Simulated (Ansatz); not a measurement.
Cartesian coordinates in Å:
```
C 0.078 0.064 1.205
O -0.199 -0.702 0.051
Si 0.306 -0.392 -1.469
Cl -0.133 1.559 -1.996
H 1.146 0.043 1.443
H -0.237 1.103 1.073
H -0.476 -0.373 2.036
H -0.486 -1.302 -2.343
```

Charge 0, multiplicity 2.

Question: List the CAM-B3LYP/def2-TZVPP orbital energies in eV (Ansatz). (Best estimate.)

Answer: Computed: α occupied: -2764.35, -1802.44, -523.07, -280.43, -259.13, -198.18, -198.05, -198.04, -146.83, -102.22, -102.17, -102.10, -30.48, -24.76, -21.37, -16.92, -14.81, -14.76, -14.30, -12.32, -11.48, -11.17, -10.74, -10.44, -7.41. α empty: 1.48, 1.68, 2.47, 3.13, 3.84, 4.07, 4.40, 5.35. β occupied: -2764.32, -1802.35, -522.99, -280.43, -259.11, -198.13, -198.03, -198.01, -146.72, -102.11, -102.04, -101.96, -30.32, -24.63, -21.33, -16.63, -14.71, -14.64, -13.99, -12.03, -11.12, -10.94, -10.62, -10.29. β empty: -1.55, 1.75, 1.94, 2.54, 3.43, 3.85, 4.12, 4.45. ⟨S²⟩ = 0.753.
